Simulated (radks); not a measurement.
Numerical settings for the germanium ion Ge+, [Ar] 3d10 4s2 4p1. Method: scalar-relativistic Kohn-Sham, PBE, spin-polarised, spherical densities, finite nucleus; open shells are filled with parallel spins first; Fermi nuclear charge, rms radius 4.0742 fm; computed with a radial shooting solver on a logarithmic mesh with Libxc functionals. The defaults (mesh step 0.008 in ln r, mesh end at 40 bohr or more with all orbitals vanishing there, Anderson mixing 0.5 over 9 steps, residual threshold near 1e-9 with the energy settled to 1e-9 hartree or 1e-11 of itself, here a cap of 65 iterations) give E = -2098.5559 hartree and 4p at -11.671 eV in 16 iterations. Run on one thread of a shared host, so times are rough (Arm Neoverse V1): 0.18 s of CPU time, 0.18 s wall, 16 iterations on 2259 mesh points. Changes against that run (0 stands for a change within the tolerance of the run):

| setting | iterations | converged | E (mhartree) | e(4p) (meV) | CPU (s) |
|---|---|---|---|---|---|
| mesh step in ln r 0.012 | 17 | yes | 0 | 0 | 0.13 |
| mesh step in ln r 0.2 | 4 | no | diverged | - | 0.01 |
| mesh step in ln r 0.02 | 16 | yes | 0 | 0 | 0.09 |
| mesh end (bohr) 20 | 16 | yes | 0 | 0 | 0.18 |
| mesh end (bohr) 2 | 15 | level above zero | +5.92e+03 | +6.87e+04 | 0.13 |
| residual threshold 1e-05 | 10 | yes | 0 | -0.0432 | 0.13 |
| residual threshold 0.1 | 10 | yes | 0 | -0.0432 | 0.13 |
| mixing 1 | 18 | yes | 0 | 0 | 0.19 |
| linear mixing, mixing 0.8 | 40 | no | diverged | - | 0.7 |
| linear mixing, mixing 0.5 | 30 | yes | 0 | 0 | 0.28 |
| mixing history 2 | 28 | yes | 0 | 0 | 0.27 |
| iteration cap 2 | 2 | no | +834 | -1.05e+04 | 0.03 |

Settled on a wrong energy, with an occupied level pushed above zero by the early mesh end: mesh end (bohr) 2 (+5.92 hartree). Apart from these: no run marked as converged misses the energy by more than 1 mhartree. A mesh that ends early acts as a hard wall.
